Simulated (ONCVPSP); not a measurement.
**Cutoff test, ruthenium (Ru), ONCV**

ONCVPSP 4.0.1 input, shortened (lines: element, Z, core and valence counts, functional; n l f; lmax; l rc ep ncon nbas qcut; lloc lpopt rc5 dvloc0; l nproj debl; icmod fcfact rcfact), PBE, scalar-relativistic:

```
  Ru 44.00    6    5        4      upf
    1    0    2.00
    2    0    2.00
    2    1    6.00
    3    0    2.00
    3    1    6.00
    3    2   10.00
    4    0    2.00
    4    1    6.00
    4    2    7.00
    5    0    0.75
    5    1    0.25
    2
    0    1.60    0.00    3    7    8.40
    1    1.60    0.00    4    8    7.30
    2    1.50    0.00    5    9    7.20
    2    5    1.50    0.00
    0    2    1.60
    1    2    2.10
    2    0    3.40
    1    0.55    0.00
```

Question: For each optimised wave give the share of its norm inside rc, the residual kinetic energy above qcut (Ha) and the cutoffs (Ha) for errors of 10, 1, 0.1 and 0.01 mHa per electron.

Answer:

```csv
wave,norm inside rc,residual KE,10 mHa,1 mHa,0.1 mHa,0.01 mHa
4s,0.937,5.7e-07,18.2,23.4,27.6,30.9
5s,0.045,1.9e-07,12.8,20.3,25.6,29.6
4p,0.875,1.1e-05,11.2,13.9,17.2,27.7
5p,0.015,2.2e-06,6.7,10.4,13.4,21.6
4d,0.489,4.1e-04,18.4,23.9,42.8,116.5
```

The occupied waves need 24 Ha and 43 Ha for 1 and 0.1 mHa. 1 of 4 tests not solved or not reliable.
